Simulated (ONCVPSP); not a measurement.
# Pseudopotential generation for samarium (Sm): ONCV, PBE, scalar-relativistic.

The input file (ONCVPSP 4.0.1):

```
# ATOM AND REFERENCE CONFIGURATION
# atsym  z   nc   nv     iexc    psfile
  Sm 62.00   11    3        4      upf
#
#   n    l    f
    1    0    2.00
    2    0    2.00
    2    1    6.00
    3    0    2.00
    3    1    6.00
    3    2   10.00
    4    0    2.00
    4    1    6.00
    4    2   10.00
    5    0    2.00
    5    1    6.00
    4    3    6.00
    6    0    1.50
    6    1    0.50
#
# PSEUDOPOTENTIAL AND OPTIMIZATION
# lmax
    3
#
#   l,   rc,      ep,       ncon, nbas, qcut
    0    3.30    0.00    4    7    1.80
    1    4.00    0.00    4    7    2.30
    2    3.50    0.14    4    7    3.30
    3    1.50    0.00    4    8   10.20
#
# LOCAL POTENTIAL
# lloc, lpopt,  rc(5),   dvloc0
    4    5    1.00   -1.00
#
# VANDERBILT-KLEINMAN-BYLANDER PROJECTORs
# l, nproj, debl
    0    2    1.90
    1    2    3.60
    2    3    2.00
    3    2    3.30
#
# MODEL CORE CHARGE
# icmod, fcfact, rcfact
    0    0.00    0.00
#
# LOG DERIVATIVE ANALYSIS
# epsh1, epsh2, depsh
   -2.00    5.00    0.02
#
# OUTPUT GRID
# rlmax, drl
    6.00    0.01
#
# TEST CONFIGURATIONS
# ncnf
    4
# nvcnf
#   n    l    f
    3
    4    3    6.00
    6    0    2.00
    6    1    0.00
#
    3
    4    3    6.00
    6    0    1.00
    6    1    0.00
#
    3
    4    3    6.00
    6    0    0.00
    6    1    0.00
#
    3
    4    3    6.00
    6    0    1.00
    6    1    1.00
#
```

Command:

```bash
oncvpsp.x < Sm.dat > Sm.out
```

Output (shortened: citation, most of the input echo, consistency checks and plot data are left out):

```
ONCVPSP  (Optimized Norm-Conservinng Vanderbilt PSeudopotential)
scalar-relativistic version 4.0.1

#   n    l    f        energy (Ha)
    1    0    2.00    -1.7154916E+03
    2    0    2.00    -2.8034621E+02
    2    1    6.00    -2.5006559E+02
    3    0    2.00    -6.1440954E+01
    3    1    6.00    -5.1976549E+01
    3    2   10.00    -3.9170407E+01
    4    0    2.00    -1.2227563E+01
    4    1    6.00    -9.1180310E+00
    4    2   10.00    -4.7570639E+00
    5    0    2.00    -1.6149564E+00
    5    1    6.00    -8.7831740E-01
    4    3    6.00    -1.1472271E-01
    6    0    1.50    -1.4535422E-01
    6    1    0.50    -5.5567137E-02

Reference configufation results
  iterations    37
  all-electron total energy (Ha)   -1.04271685D+04

Begin loop to  construct optimized pseudo wave functions
and semi-local pseudopoentials for all angular momenta

   Wellstate for l =  0  n =  9
     eigenvalue =   1.7546
     asymptotic potential =   2.2546
     half-point radius =  6.6477

Calculating optimized projector #   1

 for l=   0

    Fraction of norm inside rc  0.275155
    Optimizing pswf for qcut=   1.81 a_B^-1,  ecut=   1.63 Ha
    Residual kinetic energy error=  8.81D-04 Ha

    Energy error per electron        Cutoff
         Ha          eV             Ha
         0.01000     0.27211        0.83
         0.00100     0.02721        1.62
         0.00010     0.00272        4.29
         0.00001     0.00027        8.77

Calculating optimized projector #   2

 for l=   0

    Fraction of norm inside rc  0.143659
    Optimizing pswf for qcut=   1.81 a_B^-1,  ecut=   1.63 Ha
    Residual kinetic energy error=  2.87D-01 Ha

    Energy error per electron        Cutoff
         Ha          eV             Ha
         0.01000     0.27211        5.12
         0.00100     0.02721       11.36
         0.00010     0.00272       13.90
         0.00001     0.00027       15.62

   Wellstate for l =  1  n = 11
     eigenvalue =   3.5444
     asymptotic potential =   4.0444
     half-point radius =  7.0710

Calculating optimized projector #   1

 for l=   1

    Fraction of norm inside rc  0.181796
    Optimizing pswf for qcut=   2.30 a_B^-1,  ecut=   2.65 Ha
    Residual kinetic energy error=  1.02D-05 Ha

    Energy error per electron        Cutoff
         Ha          eV             Ha
         0.01000     0.27211        0.26
         0.00100     0.02721        0.88
         0.00010     0.00272        1.53
         0.00001     0.00027        2.81

Calculating optimized projector #   2

 for l=   1

    Fraction of norm inside rc  0.157707
    Optimizing pswf for qcut=   2.30 a_B^-1,  ecut=   2.65 Ha
    Residual kinetic energy error=  4.73D-01 Ha

    Energy error per electron        Cutoff
         Ha          eV             Ha
         0.01000     0.27211        9.13
         0.00100     0.02721       12.53
         0.00010     0.00272       15.08
         0.00001     0.00027       21.61

WARNING wellstate: localized bound state found for n= 5 l= 2
WARNING this state with energy -0.08006139
WARNING will be used for the first projector

   Wellstate for l =  2  n =  8
     eigenvalue =   1.9199
     asymptotic potential =   2.4199
     half-point radius =  5.9047

   Wellstate for l =  2  n = 10
     eigenvalue =   3.9199
     asymptotic potential =   4.4199
     half-point radius =  6.0885

Calculating optimized projector #   1

 for l=   2

    Fraction of norm inside rc  0.652374
    Optimizing pswf for qcut=   3.30 a_B^-1,  ecut=   5.45 Ha
    Residual kinetic energy error=  2.76D-04 Ha

    Energy error per electron        Cutoff
         Ha          eV             Ha
         0.01000     0.27211        3.64
         0.00100     0.02721        4.97
         0.00010     0.00272        8.26
         0.00001     0.00027       13.91

Calculating optimized projector #   2

 for l=   2

    Fraction of norm inside rc  0.241569
    Optimizing pswf for qcut=   3.30 a_B^-1,  ecut=   5.45 Ha
    Residual kinetic energy error=  1.37D-02 Ha

    Energy error per electron        Cutoff
         Ha          eV             Ha
         0.01000     0.27211        5.81
         0.00100     0.02721       15.32
         0.00010     0.00272       18.92
         0.00001     0.00027       22.40

Calculating optimized projector #   3

 for l=   2

    Fraction of norm inside rc  0.178319
    Optimizing pswf for qcut=   3.30 a_B^-1,  ecut=   5.45 Ha
    Residual kinetic energy error=  3.01D-01 Ha

    Energy error per electron        Cutoff
         Ha          eV             Ha
         0.01000     0.27211        7.31
         0.00100     0.02721       13.40
         0.00010     0.00272       20.65
         0.00001     0.00027       23.09

   Wellstate for l =  3  n =  6
     eigenvalue =   3.1853
     asymptotic potential =   3.6853
     half-point radius =  2.9372

Calculating optimized projector #   1

 for l=   3

    Fraction of norm inside rc  0.838430
    Optimizing pswf for qcut=  10.21 a_B^-1,  ecut=  52.09 Ha
    Residual kinetic energy error=  3.82D-04 Ha

    Energy error per electron        Cutoff
         Ha          eV             Ha
         0.01000     0.27211       43.57
         0.00100     0.02721       49.23
         0.00010     0.00272      107.57

Calculating optimized projector #   2

 for l=   3

    Fraction of norm inside rc  0.150159
    Optimizing pswf for qcut=  10.21 a_B^-1,  ecut=  52.09 Ha
    Residual kinetic energy error=  2.62D-03 Ha

    Energy error per electron        Cutoff
         Ha          eV             Ha
         0.01000     0.27211       47.31
         0.00100     0.02721       69.75
         0.00010     0.00272      146.45
         0.00001     0.00027      167.69

Construct Vanderbilt / Kleinmman-Bylander projectors

B matrix Hermiticity error, ll=   0
   1   2    5.4582E-05

  Orthonormal projector coefficients  1.0142E+01  9.5714E-01

B matrix Hermiticity error, ll=   1
   1   2    4.3118E-05

  Orthonormal projector coefficients  7.7404E+00  5.9405E-01

B matrix Hermiticity error, ll=   2
   1   2    6.2571E-05
   1   3    1.3811E-04
   2   3   -9.3561E-05

  Orthonormal projector coefficients  5.3866E+00 -1.6361E+00 -7.2851E-01

B matrix Hermiticity error, ll=   3
   1   2   -5.3174E-04

  Orthonormal projector coefficients -8.6687E+00 -4.3796E+00

Pseudoatom total energy  -18.283425

Diagnostic tests using Vanderbilt-Kleinman-Bylander pseudopotentials
  1 or more projectors used as specified by nproj input data

   l    rcore       rmatch      e in        delta e   norm test  slope test

   0   3.3175284   3.4182558  -0.1453542  -0.0000001   1.0000242   1.0000176
   0   3.3175284   3.4182558   1.7546458   0.0000172   1.0001090   1.0001090

   1   4.0174459   4.1394242  -0.0555671   0.0000001   1.0000040   1.0000027
   1   4.0174459   4.1394242   3.5444329   0.0000434   0.9999864   0.9999864

   2   3.5010352   3.6073342  -0.0800614  -0.0000002   0.9999687   0.9999672
   2   3.5010352   3.6073342   1.9199386  -0.0000012   1.0005047   1.0005047
   2   3.5010352   3.6073342   3.9199386   0.0000362   1.0002129   1.0002129

   3   1.5061950   1.5519263  -0.1147227   0.0000003   1.0002063   1.0001939
   3   1.5061950   1.5519263   3.1852773   0.0001218   1.0002350   1.0002350

 Testing for bound ghosts
   n   l    E NL Schr. Eq   E Basis Diag.   E Cutoff

       0                      -11.496882     16.91  WARNING - GHOST(-)
       0                       -0.603064     16.91  WARNING - GHOST(-)
   1   0       -0.145354       -0.143674     16.91

       1                       -5.343195     13.62  WARNING - GHOST(-)
   2   1       -0.055567       -0.052391     13.62

   3   2       -0.080062       -0.079401     28.09

   4   3       -0.114722       -0.112612    171.45

 Testing for highly-localized positive-energy ghosts
       l    <radius>/rc     E Basis Diag.   E Cutoff

       1        0.572490        3.174296     13.62  WARNING - GHOST(+)

       2        0.285618        2.209303     28.09  WARNING - GHOST(+)

Test configuration 0

   n   l     f        eae           eps        diff
   1   0  2.0000-1715.49162960
   2   0  2.0000 -280.34621322
   2   1  6.0000 -250.06559437
   3   0  2.0000  -61.44095357
   3   1  6.0000  -51.97654856
   3   2 10.0000  -39.17040740
   4   0  2.0000  -12.22756336
   4   1  6.0000   -9.11803101
   4   2 10.0000   -4.75706391
   5   0  2.0000   -1.61495644
   5   1  6.0000   -0.87831740
   4   3  6.0000   -0.11472271   -0.11472246    2.51D-07
   6   0  1.5000   -0.14535422   -0.14535430   -7.92D-08
   6   1  0.5000   -0.05556714   -0.05556705    8.67D-08

    Total energies and differences
      AE_ref= -1.04271685D+04  AE_tst= -1.04271685D+04  dif=  0.00D+00
      PS_ref= -1.82834246D+01  PS_tst= -1.82834246D+01  dif=  2.49D-13
      PSP excitation error= -2.49D-13

Test configuration 1

   n   l     f        eae           eps        diff
   1   0  2.0000-1715.46762353
   2   0  2.0000 -280.32244389
   2   1  6.0000 -250.04180156
   3   0  2.0000  -61.41751863
   3   1  6.0000  -51.95310750
   3   2 10.0000  -39.14693041
   4   0  2.0000  -12.20393379
   4   1  6.0000   -9.09434452
   4   2 10.0000   -4.73328547
   5   0  2.0000   -1.59012970
   5   1  6.0000   -0.85372802
   4   3  6.0000   -0.09079766   -0.08963973    1.16D-03
   6   0  2.0000   -0.13165857   -0.13186173   -2.03D-04

    Total energies and differences
      AE_ref= -1.04271685D+04  AE_tst= -1.04272129D+04  dif= -4.44D-02
      PS_ref= -1.82834246D+01  PS_tst= -1.83277663D+01  dif= -4.43D-02
      PSP excitation error= -4.29D-05

Test configuration 2

   n   l     f        eae           eps        diff
   1   0  2.0000-1715.69265027
   2   0  2.0000 -280.54641740
   2   1  6.0000 -250.26591264
   3   0  2.0000  -61.64014715
   3   1  6.0000  -52.17576397
   3   2 10.0000  -39.36971079
   4   0  2.0000  -12.42706189
   4   1  6.0000   -9.31766422
   4   2 10.0000   -4.95690466
   5   0  2.0000   -1.81649468
   5   1  6.0000   -1.07952524
   4   3  6.0000   -0.31476968   -0.31330137    1.47D-03
   6   0  1.0000   -0.30941415   -0.30788109    1.53D-03

    Total energies and differences
      AE_ref= -1.04271685D+04  AE_tst= -1.04269940D+04  dif=  1.75D-01
      PS_ref= -1.82834246D+01  PS_tst= -1.81092109D+01  dif=  1.74D-01
      PSP excitation error=  3.65D-04

Test configuration 3

   n   l     f        eae           eps        diff
   1   0  2.0000-1715.95786761
   2   0  2.0000 -280.80988781
   2   1  6.0000 -250.52957424
   3   0  2.0000  -61.90160557
   3   1  6.0000  -52.43726111
   3   2 10.0000  -39.63139218
   4   0  2.0000  -12.68914966
   4   1  6.0000   -9.58000331
   4   2 10.0000   -5.21961853
   5   0  2.0000   -2.08170370
   5   1  6.0000   -1.34253373
   4   3  6.0000   -0.57733945   -0.57077823    6.56D-03

    Total energies and differences
      AE_ref= -1.04271685D+04  AE_tst= -1.04265864D+04  dif=  5.82D-01
      PS_ref= -1.82834246D+01  PS_tst= -1.77117752D+01  dif=  5.72D-01
      PSP excitation error=  1.05D-02

Test configuration 4

   n   l     f        eae           eps        diff
   1   0  2.0000-1715.51453230
   2   0  2.0000 -280.36886946
   2   1  6.0000 -250.08827146
   3   0  2.0000  -61.46327919
   3   1  6.0000  -51.99887990
   3   2 10.0000  -39.19277459
   4   0  2.0000  -12.25008477
   4   1  6.0000   -9.14060819
   4   2 10.0000   -4.77973073
   5   0  2.0000   -1.63862154
   5   1  6.0000   -0.90168211
   4   3  6.0000   -0.13750952   -0.13870707   -1.20D-03
   6   0  1.0000   -0.15773145   -0.15708400    6.47D-04
   6   1  1.0000   -0.06557642   -0.06554390    3.25D-05

    Total energies and differences
      AE_ref= -1.04271685D+04  AE_tst= -1.04271230D+04  dif=  4.56D-02
      PS_ref= -1.82834246D+01  PS_tst= -1.82380690D+01  dif=  4.54D-02
      PSP excitation error=  2.23D-04
```

Note: ghosts flagged at negative energy: s at -312.8 eV, s at -16.4 eV, p at -145.4 eV; GHOST(+) flagged for d at 60.1 eV, p at 86.4 eV. A true bound ghost makes a file unfit for plane-wave use.

The run took about 6.8 s on one core of a shared server CPU.
